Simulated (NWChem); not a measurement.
**Correlation energy of CH₃Li**

```xyz
5

Li     0.9287    -1.2907     0.0000
C     -0.2231     0.3101     0.0000
H     -0.8949     0.3739     0.8799
H     -0.8949     0.3739    -0.8799
H      0.3422     1.2640     0.0000
```
Charge 0, spin multiplicity 1.

Everything below was run with NWChem. The geometry was optimised at PBE0/def2-SVP, a minimum by its harmonic frequencies.

Basis set: 3-21G. Each correlation energy counts from its own Hartree-Fock reference.

The correlated methods keep 1 core orbital frozen. The structure started from a generated list of species. Coupled-cluster values serve here as a point of comparison, not as the truth.

Question: Order these methods by the correlation energy they give, lowest first: SCS-MP2, CCSD(T), CCSD, MP2.

Answer: CCSD(T) (-121.4 mHa), CCSD (-118.7 mHa), SCS-MP2 (-106.0 mHa), MP2 (-101.6 mHa)
